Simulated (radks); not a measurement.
The numbers below are computed, except where a source is named.
Task: These are the eigenvalues of the occupied orbitals of an atom or ion with whole-number occupations (eV). Code: a radial shooting solver on a logarithmic mesh with Libxc functionals. Model: scalar-relativistic Kohn-Sham, PBE, spin-polarised, spherical densities, finite nucleus; Fermi nuclear charge, rms radius of each element as measured or else 0.836 A^(1/3) + 0.57 fm.

1s up: -59289.93
1s down: -59289.93
2s up: -10015.57
2s down: -10015.56
2p up: -8846.001
2p down: -8845.992
3s up: -2262.279
3s down: -2261.840
3p up: -1907.993
3p down: -1907.554
3d up: -1470.256
3d down: -1469.922
4s up: -457.5850
4s down: -456.6766
4p up: -341.1594
4p down: -340.2666
4d up: -186.4689
4d down: -185.5919
5s up: -68.1946
5s down: -67.7742
5p up: -41.6081
5p down: -41.3117
4f up: -17.9267
4f down: -17.1610

Which element is it, and in what charge state? The configuration may be excited. Open shells, if any, are filled with parallel spins first.

Result: Z = 69, thulium, charge +2: Tm2+ in [Xe] 4f13. The list shows which subshells hold electrons but not how many an open one holds; the 1s level, -2178.9 hartree, gives Z - s = 66.0 by -(Z - s)^2/2, which with screening and relativity narrows Z to a few neighbours, and the depths of the outer levels then fix element, charge and occupations together.
